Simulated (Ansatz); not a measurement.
The lowest singlet and triplet of NH (SMILES [NH]); geometries from B3LYP-D3(BJ)/def2-TZVP, each state relaxed from the structure named, with no frequency check, low spin by broken symmetry.
Singlet (charge 0, multiplicity 1):
```xyz
2

N      0.0000     0.0000    -0.1302
H      0.0000     0.0000     0.9113
```

A positive gap puts the triplet lower; no zero-point energy. R- takes a restricted singlet, here one determinant of a half-filled degenerate or near-degenerate pair, which mixes singlet states. U- takes an unrestricted singlet (broken symmetry where lower, unprojected). The triplet is unrestricted in single-reference levels.

Cores are frozen in the correlated methods.

Programs: Ansatz (a quantum-chemistry and plane-wave program). Each number belongs to the level named beside it.

**Question.** One of these levels gives 211.8 kJ/mol for the gap E(singlet) − E(triplet), vertical, at the singlet's geometry. Which?
(A) R-SCS-MP2/cc-pVQZ
(B) R-B3LYP/def2-TZVPP
(C) U-SVWN5/def2-TZVPP (spin-contaminated)
(D) U-wB97X-V/def2-TZVPP (spin-contaminated)

**Answer.** B, R-B3LYP/def2-TZVPP. The others give 75.0 (U-SVWN5/def2-TZVPP (spin-contaminated)), 58.0 (U-wB97X-V/def2-TZVPP (spin-contaminated)), 194.9 (R-SCS-MP2/cc-pVQZ)

Doubts at one or more of the structures used: a restricted determinant that unrestricted orbitals would lower (R-B3LYP/def2-TZVPP, R-SCS-MP2/cc-pVQZ).
